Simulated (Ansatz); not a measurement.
```yaml
crystal:
  periodic: [false, false, false]
  atoms:
    - {symbol: C, position_ang: [1.434682, -0.910115, -0.617336]}
    - {symbol: C, position_ang: [-0.243361, -1.044567, 0.443524]}
    - {symbol: N, position_ang: [-0.953586, 0.028512, 0.342021]}
    - {symbol: In, position_ang: [-1.177673, 1.727324, -0.016166]}
    - {symbol: H, position_ang: [1.191273, -1.610575, -0.868015]}
    - {symbol: H, position_ang: [1.510746, 0.046457, -0.483460]}
    - {symbol: H, position_ang: [2.011770, -1.142114, 0.549119]}
    - {symbol: H, position_ang: [-0.534076, -2.046229, 0.694868]}
    - {symbol: H, position_ang: [-0.879419, 3.157073, 1.254001]}
    - {symbol: H, position_ang: [-2.115237, 2.296962, -1.379379]}
basis:
  gaussian: {orbitals: def2-mTZVP, fitting: {mean_field: def2-universal-jkfit}, point_charges: [{charge: 2.00, position_ang: [6.585, 0.977, -0.385]}]}
hamiltonian: {xc: {name: PBE}}
accuracy: high
relax: {f_tol: 0.001, max_steps: 1}
```

```sh
$ ansatz run in.yaml --threads 4 --pin off --events-out ev --progress --plain --max-ram 10444MiB
```

It prints (some lines left out):

```
Functional definition: PBE
553 factors; integrals over basis functions are off by at most 8.4e-1 eV
mean field evaluation 1: about -8803.9488 eV, gradient 9.2e1 eV
mean field evaluation 2: about -8743.6847 eV, gradient 1.5e2 eV
mean field evaluation 4: about -8819.6879 eV, gradient 3.3e1 eV
mean field evaluation 8: about -8822.7454 eV, gradient 5.0e-1 eV
mean field evaluation 16: about -8822.7508 eV, gradient 6.1e-5 eV
mean field -8822.75083103 eV, -324.2301127649 hartree, gradient 1.5e-8 eV, S^2 0.000000; 0 other end points of the search recorded, 0 dependent functions left out
reference -8822.75083652 eV, -324.2301129668 hartree; 23, 23 occupied and 88, 88 virtual orbitals, 553 factors
relax step   1: F+E_penalty+E_count = -8822.75083103 eV  Δ(F+E_penalty+E_count) = +0.000e0 eV  max|allowed force component| = 2.404e1 eV/Å  Δτ_max = 0.0000 Å  (34 SCF iters, accepted)
Error: geometry relaxation did not converge after 1 steps: max|allowed force component| = 2.40e1 eV/Å (threshold 1.0e-3). Raise `relax.max_steps` over both its present limit and 1, loosen `relax.f_tol`, or start from a geometry closer to equilibrium. Where this run's directory can be resumed (`checkpoint.write`), a resume goes on for up to `relax.max_steps` more
```

(1) What is wrong with this run?

Results:

(1) The relaxation is allowed too few steps for its threshold. No converged result was reached.
